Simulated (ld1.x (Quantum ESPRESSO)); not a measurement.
An all-electron radial function and its pseudo partner (Rh (Z = 45))

Columns: radius, all-electron u(r) and pseudo u(r) of the 4p shell (level -50.30 eV) of rhodium in the configuration [Ar] 3d10 4s2 4p6 4d8 5s1 5p0; BLYP, scalar-relativistic, RRKJ scheme, ld1.x (Quantum ESPRESSO) 7.5.

```
r (bohr)  all-electron  pseudo
   0.095        0.3308  0.0378
   0.190       -0.2977  0.1355
   0.285       -0.5891  0.2559
   0.380       -0.3944  0.3692
   0.475        0.0128  0.4781
   0.570        0.4255  0.6109
   0.665        0.7492  0.7847
   0.760        0.9603  0.9613
   0.855        1.0691  1.0691
   0.950        1.0971  1.0971
   1.045        1.0687  1.0687
   1.140        1.0044  1.0044
   1.235        0.9203  0.9203
   1.330        0.8277  0.8277
   1.425        0.7341  0.7341
   1.520        0.6442  0.6442
   1.615        0.5606  0.5606
   1.710        0.4847  0.4847
   1.805        0.4168  0.4168
   1.900        0.3569  0.3569
   1.995        0.3046  0.3046
   2.090        0.2593  0.2593
   2.185        0.2201  0.2201
   2.280        0.1865  0.1865
   2.375        0.1577  0.1577
   2.470        0.1332  0.1332
```

Problem. How many radial nodes do the two functions have?

Solution. The all-electron 4p function has n − l − 1 = 2; the pseudo-wave has 0, since the states of the same l below it are removed with the core.

Problem. At about which radius was the pseudo-wave matched?

Solution. 0.84 bohr, where the columns begin to agree (steps of 0.10 bohr).

Problem. Is the pseudo-wave norm-conserving?

Solution. Yes: the RRKJ scheme keeps the norm inside the radius equal to the all-electron one, which fixes the energy derivative of the logarithmic derivative at the level.
